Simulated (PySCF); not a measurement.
C4H6OS, SMILES C=C1O[C@@H](C)S1. Geometry: PBE-D3(BJ)/def2-SVP. The structure was generated by enumeration; whether it is a known compound was not checked.

Computed equilibrium geometry at PBE-D3(BJ)/def2-SVP (PySCF confirms it by a frequency run) as a Z-matrix:
```
O
C 1 1.3774
C 2 1.3419 1 127.57
H 3 1.0966 2 120.39 1 -179.93
H 3 1.0986 4 119.91 2 -179.93
C 1 1.4414 2 98.02 3 -178.62
H 6 1.1120 1 110.11 2 112.19
C 6 1.5070 7 112.48 1 -126.70
H 8 1.1068 6 110.65 7 -178.27
H 8 1.1083 9 109.05 6 -121.60
H 8 1.1100 9 109.07 10 -117.93
S 2 1.7890 3 134.18 4 0.67
```
